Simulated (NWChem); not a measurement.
Everything below was run with NWChem. System: isotetrasilane (H10Si4), charge 0, spin multiplicity 1, at a geometry optimised with B3LYP/def2-SVP. Level: M06-2X/def2-SVP.

The NWChem input:

```
start mol
memory heap 200 mb stack 900 mb global 1100 mb
geometry units angstroms nocenter noautoz
  Si    -1.103250     0.257527     1.940379
  Si    -0.045858    -0.573950     0.000000
  Si     2.246844    -0.009928     0.000000
  Si    -1.103250     0.257527    -1.940379
  H     -0.449252    -0.285467     3.167978
  H     -1.006307     1.747322     1.969169
  H     -2.546323    -0.125614     1.956813
  H     -0.164984    -2.067218     0.000000
  H      2.922133    -0.558486     1.213511
  H      2.401664     1.475253     0.000000
  H      2.922133    -0.558486    -1.213511
  H     -0.449252    -0.285467    -3.167978
  H     -2.546323    -0.125614    -1.956813
  H     -1.006307     1.747322    -1.969169
  symmetry group Cs
end
basis spherical
  * library def2-svp
end
dft
  xc m06-2x
  semidirect memsize 60000000 filesize 0
  iterations 100
  grid fine
end
task dft energy
```

Part of the output:

```
             Northwest Computational Chemistry Package (NWChem) 7.3.0
             --------------------------------------------------------

                                NWChem Input Module
                                -------------------

 Scaling coordinates for geometry "geometry" by  1.889725989
 (inverse scale =  0.529177249)

 Turning off AUTOSYM since
 SYMMETRY directive was detected!

                             Geometry "geometry" -> ""
                             -------------------------

 Output coordinates in angstroms (scale by  1.889725989 to convert to a.u.)

  No.       Tag          Charge          X              Y              Z
 ---- ---------------- ---------- -------------- -------------- --------------
    1 Si                  14.0000    -1.10325000     0.25752700     1.94037900
    2 Si                  14.0000    -0.04585800    -0.57395000     0.00000000
    3 Si                  14.0000     2.24684400    -0.00992800     0.00000000
    4 Si                  14.0000    -1.10325000     0.25752700    -1.94037900
    5 H                    1.0000    -0.44925200    -0.28546700     3.16797800
    6 H                    1.0000    -1.00630700     1.74732200     1.96916900
    7 H                    1.0000    -2.54632300    -0.12561400     1.95681300
    8 H                    1.0000    -0.16498400    -2.06721800     0.00000000
    9 H                    1.0000     2.92213300    -0.55848600     1.21351100
   10 H                    1.0000     2.40166400     1.47525300     0.00000000
   11 H                    1.0000     2.92213300    -0.55848600    -1.21351100
   12 H                    1.0000    -0.44925200    -0.28546700    -3.16797800
   13 H                    1.0000    -2.54632300    -0.12561400    -1.95681300
   14 H                    1.0000    -1.00630700     1.74732200    -1.96916900

 Effective nuclear repulsion energy (a.u.)     325.3499305538

            Nuclear Dipole moment (a.u.)
            ----------------------------
        X                 Y               Z
 ---------------- ---------------- ----------------
    -0.0000264562     0.0000170075     0.0000000000

      Symmetry information
      --------------------

 Group name             Cs
 Group number              2
 Group order               2
 No. of unique centers     9

      Symmetry unique atoms

     1    2    3    5    6    7    8    9   10


 Summary of "ao basis" -> "" (spherical)
 ------------------------------------------------------------------------------
       Tag                 Description            Shells   Functions and Types
 ---------------- ------------------------------  ------  ---------------------
 *                          def2-svp                  on all atoms

                                 NWChem DFT Module
                                 -----------------

 Summary of "ao basis" -> "ao basis" (spherical)
 ------------------------------------------------------------------------------
       Tag                 Description            Shells   Functions and Types
 ---------------- ------------------------------  ------  ---------------------
 Si                         def2-svp                 8       18   4s3p1d
 H                          def2-svp                 3        5   2s1p

 Summary of "ao basis" -> "ao basis" (spherical)
 ------------------------------------------------------------------------------
       Tag                 Description            Shells   Functions and Types
 ---------------- ------------------------------  ------  ---------------------
[...]
 d= 0,ls=0.0,diis     3  -1163.5048344074 -1.48D-03  6.07D-04  4.04D-03     4.0
 d= 0,ls=0.0,diis     4  -1163.5056703885 -8.36D-04  1.48D-04  8.22D-05     5.5
 d= 0,ls=0.0,diis     5  -1163.5056900145 -1.96D-05  3.45D-05  9.07D-06     7.2
  Resetting Diis
 d= 0,ls=0.0,diis     6  -1163.5056919877 -1.97D-06  5.36D-06  1.15D-07     8.9
 d= 0,ls=0.0,diis     7  -1163.5056920129 -2.51D-08  1.99D-06  1.40D-08    10.7

         Total DFT energy =    -1163.505692012888
      One electron energy =    -2258.971335035353
           Coulomb energy =      857.352051146190
    Exchange-Corr. energy =      -87.236338677501
 Nuclear repulsion energy =      325.349930553776

 Numeric. integr. density =       66.000006103964

     Total iterative time =     10.4s

                  Occupations of the irreducible representations
                  ----------------------------------------------

                     irrep           alpha         beta
                     --------     --------     --------
                     a'               21.0         21.0
                     a"               12.0         12.0

                       DFT Final Molecular Orbital Analysis
                       ------------------------------------

 Vector   31  Occ=2.000000D+00  E=-3.728308D-01  Symmetry=a'
              MO Center= -2.8D-02, -3.4D-01,  1.2D-14, r^2= 5.1D+00
   Bfn.  Coefficient  Atom+Function         Bfn.  Coefficient  Atom+Function
  ----- ------------  ---------------      ----- ------------  ---------------
    88      0.318188   8 H  s                27     -0.253255   2 Si py
    30     -0.249009   2 Si py               89      0.187966   8 H  s
    78      0.151688   6 H  s                98      0.151742  10 H  s
   118      0.151688  14 H  s                24      0.141073   2 Si py
    21     -0.118297   2 Si s                 9      0.107490   1 Si py

 Vector   32  Occ=2.000000D+00  E=-3.305801D-01  Symmetry=a"
              MO Center= -4.7D-01, -1.5D-01, -8.5D-11, r^2= 4.9D+00
   Bfn.  Coefficient  Atom+Function         Bfn.  Coefficient  Atom+Function
  ----- ------------  ---------------      ----- ------------  ---------------
    31      0.302241   2 Si pz               28      0.295968   2 Si pz
    10     -0.202055   1 Si pz               64     -0.202055   4 Si pz
    13     -0.179197   1 Si pz               67     -0.179197   4 Si pz
    25     -0.158842   2 Si pz               73     -0.125502   5 H  s
   108      0.125502  12 H  s                 7      0.108792   1 Si pz

 Vector   33  Occ=2.000000D+00  E=-3.305733D-01  Symmetry=a'
              MO Center=  4.4D-01, -2.2D-01,  8.5D-11, r^2= 4.9D+00
   Bfn.  Coefficient  Atom+Function         Bfn.  Coefficient  Atom+Function
  ----- ------------  ---------------      ----- ------------  ---------------
    29      0.301241   2 Si px               26      0.295029   2 Si px
    44     -0.260694   3 Si px               47     -0.226636   3 Si px
    23     -0.158336   2 Si px               41      0.140014   3 Si px
    83      0.113508   7 H  s               113      0.113508  13 H  s
    93     -0.103780   9 H  s               103     -0.103780  11 H  s

 Vector   34  Occ=0.000000D+00  E= 2.686910D-02  Symmetry=a'
              MO Center= -3.0D-01,  2.5D-02, -3.7D-11, r^2= 7.0D+00
   Bfn.  Coefficient  Atom+Function         Bfn.  Coefficient  Atom+Function
  ----- ------------  ---------------      ----- ------------  ---------------
    11      0.609068   1 Si px               65      0.609068   4 Si px
    74     -0.579338   5 H  s               109     -0.579338  12 H  s
    48      0.447086   3 Si py               84      0.428661   7 H  s
   114      0.428661  13 H  s                29      0.368384   2 Si px
    39     -0.346202   3 Si s                13      0.315332   1 Si pz

 Vector   35  Occ=0.000000D+00  E= 2.694921D-02  Symmetry=a"
              MO Center=  4.4D-01, -2.7D-02,  3.5D-11, r^2= 6.9D+00
   Bfn.  Coefficient  Atom+Function         Bfn.  Coefficient  Atom+Function
  ----- ------------  ---------------      ----- ------------  ---------------
    49      0.814481   3 Si pz               94     -0.590091   9 H  s
   104      0.590091  11 H  s                84      0.481789   7 H  s
   114     -0.481789  13 H  s                31      0.362698   2 Si pz
    12      0.327045   1 Si py               66     -0.327045   4 Si py
    13      0.320532   1 Si pz               67      0.320532   4 Si pz

 Vector   36  Occ=0.000000D+00  E= 2.722922D-02  Symmetry=a'
              MO Center= -1.6D-01, -2.4D-01,  1.4D-12, r^2= 6.2D+00
   Bfn.  Coefficient  Atom+Function         Bfn.  Coefficient  Atom+Function
  ----- ------------  ---------------      ----- ------------  ---------------
    30      0.817111   2 Si py               89      0.583779   8 H  s
    22      0.510708   2 Si s                12      0.464847   1 Si py
    66      0.464847   4 Si py               48      0.334121   3 Si py
     4     -0.312274   1 Si s                58     -0.312274   4 Si s
    74      0.297613   5 H  s               109      0.297613  12 H  s

 center of mass
 --------------
 x =  -0.00118476 y =  -0.01478493 z =   0.00000000

 moments of inertia (a.u.)
 ------------------
         984.910791703073          63.570990861366           0.000000000000
          63.570990861366        1776.141983833226           0.000000000000
           0.000000000000           0.000000000000         979.792806357900

     Multipole analysis of the density
     ---------------------------------

     L   x y z        total         alpha         beta         nuclear
     -   - - -        -----         -----         ----         -------
     0   0 0 0     -0.000000    -33.000000    -33.000000     66.000000

     1   1 0 0     -0.002414     -0.001194     -0.001194     -0.000026
     1   0 1 0     -0.030530     -0.015273     -0.015273      0.000017
     1   0 0 1      0.000000      0.000000      0.000000      0.000000

     2   2 0 0    -46.261551   -278.561265   -278.561265    510.860979
     2   1 1 0      0.029917     17.690623     17.690623    -35.351329
     2   1 0 1     -0.000000     -0.000000     -0.000000     -0.000000
     2   0 2 0    -45.889581    -58.377941    -58.377941     70.866302
     2   0 1 1     -0.000000     -0.000000     -0.000000      0.000000
     2   0 0 2    -46.264433   -279.986111   -279.986111    513.707790

 Task  times  cpu:       10.7s     wall:       10.7s

 Total times  cpu:       10.8s     wall:       10.8s
```
